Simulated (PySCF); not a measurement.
**[BH7NOSi]-: core ionisation energies**

BH₇NOSi (charge -1).
Z-matrix (Å and degrees, PBE0-D3(BJ)/def2-SVP geometry), rows numbered from 1:
```
N 
B   1  1.5742
O   2  1.4861  1  101.14
Si  3  1.6608  2  106.86  1     0.68
H   1  1.0164  2  115.37  3  -117.30
H   1  1.0165  2  115.16  3   115.95
H   2  1.2535  1  110.22  3   119.13
H   2  1.2534  1  110.33  3  -119.09
H   4  1.5186  3  122.10  2   -74.06
H   4  1.5399  3   99.68  2   179.50
H   4  1.5187  3  122.23  2    73.10
```

Theory: PySCF 2.14.0, delta-SCF UKS SCAN, pcX-2 on the ionised atom, pcseg-1 elsewhere, spin-free X2C. Vertical ΔSCF values, vacuum level as zero.

Question: What binding energy does each computed site have?

Answer: 
```csv
atom(s),bonded to,level,binding energy (eV),2p1/2 (eV),count
Si4,O and 3 H,Si 1s,1841.72,–,1
O3,B and Si,O 1s,531.28,–,1
N1,2 H and B,N 1s,399.69,–,1
B2,"O, N and 2 H",B 1s,189.86,–,1
Si4,O and 3 H,Si 2p3/2,101.68,102.30,1
```

Question: Which effective nuclear charge Zeff reproduces each element's mean 1s value in the hydrogen-like formula E = 13.606 eV × Zeff²?

Answer: B (Z = 5): mean 189.9 eV, Zeff = 3.74, Z − Zeff = 1.26; N (Z = 7): mean 399.7 eV, Zeff = 5.42, Z − Zeff = 1.58; O (Z = 8): mean 531.3 eV, Zeff = 6.25, Z − Zeff = 1.75; Si (Z = 14): mean 1841.7 eV, Zeff = 11.63, Z − Zeff = 2.37. Means run over the listed sites, weighted by atom count.

Spin–orbit coupling isn't in the SCF: each 2p doublet comes from a relaxed spin-free hole plus a matrix of the shell (mean-field spin–orbit coupling and the ground-state 2p splitting), with 2p3/2 averaged over its two sublevels. 2p1/2 minus 2p3/2 (ligand field included): Si 0.62 eV. The species carries charge -1, so core ionisation leaves a neutral species. The basis sets have no added diffuse functions. Isolated species at its PBE0-D3(BJ)/def2-SVP geometry (one conformer only). The geometry's basis has no diffuse functions, a weakness for an anion.

The run took 24 s on one thread, Arm Neoverse V1, shared host.
